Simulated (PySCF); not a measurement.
## Spin-rotation constants: SMILES C(=C/N=C)(/F)C1=CCC1, C$_{7}$H$_{8}$FN

Geometry (Å), atoms numbered from 1 in this order:
```xyz
17

C     3.6469    0.4464    0.0783
N     2.8925   -0.5529    0.1974
C     1.5481   -0.5760   -0.0135
C     0.6469    0.3117    0.4601
F     1.0809    1.4267    1.1104
C    -0.7719    0.1585    0.4056
C    -1.8236    0.8844    0.8270
C    -2.8386   -0.0794    0.2882
C    -1.6326   -0.9199   -0.2048
H     3.3426    1.4120   -0.3275
H     4.6789    0.3388    0.3787
H     1.1783   -1.4820   -0.4716
H    -1.9251    1.8156    1.3518
H    -3.4581   -0.5674    1.0391
H    -3.4791    0.3130   -0.5005
H    -1.5546   -1.0161   -1.2861
H    -1.5386   -1.9016    0.2552
```

Computed with GIAO wB97X-D/3-21G magnetisability, rotational g tensor and spin-rotation constants, non-relativistic, gas phase (PySCF). Geometry: GFN2-xTB.

Question: Give the nuclear spin-rotation constants along the inertial axes (H = +C I·J) beside the isotropic shieldings.

Answer: Rotational constants 4.7959, 0.8895, 0.7654 GHz. A star marks the isotopologue with that one atom substituted, in its own axes.
```
atom  isotope  Caa (kHz)  Cbb (kHz)  Ccc (kHz)  mean (kHz)  σ (ppm)
  N2      14N      1.479      0.107      0.065       0.550    -65.8
  F5      19F      5.093      0.746     -0.037       1.934    360.8
 H10       1H     -0.325     -0.030     -0.002      -0.119     24.9
 H11       1H      0.446     -0.096     -0.068       0.094     25.0
 H12       1H     -0.343      0.061     -0.098      -0.127     26.3
 H13       1H     -0.487      0.080     -0.097      -0.168     26.8
 H14       1H     -0.265     -0.105     -0.022      -0.131     30.7
 H15       1H     -0.292     -0.106     -0.017      -0.138     30.7
 H16       1H     -0.554     -0.060     -0.014      -0.209     30.6
 H17       1H     -0.556     -0.048     -0.022      -0.209     30.5
  C1     13C*      1.833      0.190      0.195       0.739     72.3
  C3     13C*      1.378      0.281      0.103       0.588     98.1
  C4     13C*      1.580      0.269      0.150       0.666     78.4
  C6     13C*      1.589      0.323      0.093       0.668     81.8
  C7     13C*      1.586      0.313      0.080       0.659     87.4
  C8     13C*      0.708      0.091      0.077       0.292    183.0
  C9     13C*      0.491      0.123      0.086       0.233    182.8
```
For the geometry as given, no vibrational averaging.
